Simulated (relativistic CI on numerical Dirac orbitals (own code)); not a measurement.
**Hyperfine structure of Te²⁸⁺, mass number 123**

Computed by Dirac-Coulomb-Breit CI, orbitals from a KLI potential per configuration, QED by a radiative potential, unscaled Slater integrals (own radial code, finite nucleus).

CI space (outside the closed core [Ne]): 3s²3p⁶3d⁶, 3s²3p⁵3d⁷, 3s²3p⁴3d⁸, 3s3p⁶3d⁷, 3p⁶3d⁸, 3s3p⁵3d⁸, 3s²3p⁶3d⁵4s, 3s²3p⁶3d⁵4p, 3s²3p⁶3d⁵4d, 3s²3p⁴3d⁷4s, 3s²3p⁶3d⁵4f, 3s²3p⁵3d⁶4s, 3s²3p⁶3d⁴4s², 3s3p⁶3d⁶4s, 3s²3p⁶3d⁵5s, 3p⁶3d⁷4s. Levels of other configurations are missing.

Nuclear spin I = 1/2, μ = -0.7358 μN (tables of Stone and Pyykkö). The electronic factors are computed for point nuclear moments, without core polarisation or the Bohr-Weisskopf and QED corrections.

```
        Level   E (eV)  A (MHz)
3s²3p⁶3d⁶ ⁵D4   0.0000   -14230
3s²3p⁶3d⁶ ⁵D3   7.9494    -9782
3s²3p⁶3d⁶ ⁵D1  10.3716   -12540
3s²3p⁶3d⁶ ³G5  16.9294   -19420
3s²3p⁶3d⁶ ³H6  16.9922   -21110
3s²3p⁶3d⁶ ³D1  26.5313   -22000
```

Levels with J = 0, under 50 % of one LS term, or S terms without an open s electron are left out. Small factors come from cancelling terms and can be off by tens of per cent or more.

At this charge energies of transitions that change n are usually good to better than 1 %, and those within a shell (Δn = 0) to a few per cent. Terms inside the open d or f shell come out 10 to 20 % too wide with unscaled integrals.

(1) Give the hyperfine levels of 3s²3p⁶3d⁶ ⁵D4 relative to its centre of gravity.

Results:

(1) With K = F(F + 1) − I(I + 1) − J(J + 1), E = AK/2: F = 7/2: 35580, F = 9/2: -28470 MHz.

LS names give the leading component of a level, which can be under half, so a name can repeat, a term be missing and a line seem to break the LS rules.
